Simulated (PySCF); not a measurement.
## MCl for M along the alkali metals

PBE0 with double-zeta basis sets in PySCF, for the lowest determinant that a PBE0 search found; no spin–orbit coupling. De refers to high-spin ground-configuration atoms. A positive dipole means M(−)Cl(+).

| M | basis | state (unpaired electrons) | Re (Å) | ωe (cm⁻¹) | De (eV) | μ (D) |
| --- | --- | --- | --- | --- | --- | --- |
| Na | def2-SVP | singlet (closed shell) | 2.338 | 387 | 4.01 | -8.22 |
| K | def2-SVP | singlet (closed shell) | 2.655 | 297 | 4.07 | -9.60 |
| Rb | def2-SVP | singlet (closed shell) | 2.815 | 244 | 4.11 | -10.34 |
| Cs | def2-SVPD | singlet (closed shell) | 2.988 | 206 | 4.41 | -11.03 |

(1) By what factor does the well depth vary along the series?

The rows differ in basis set, which adds steps of its own.

Down a group the atoms grow and get heavier, so bonds lengthen and wavenumbers fall; this series shows no clear exception.

These are scalar-relativistic numbers at best; spin–orbit coupling would shift them, the dissociation energy most.

Results:

(1) At PBE0 it runs from 4.01 eV (NaCl) to 4.41 eV (CsCl), a factor of 1.10.
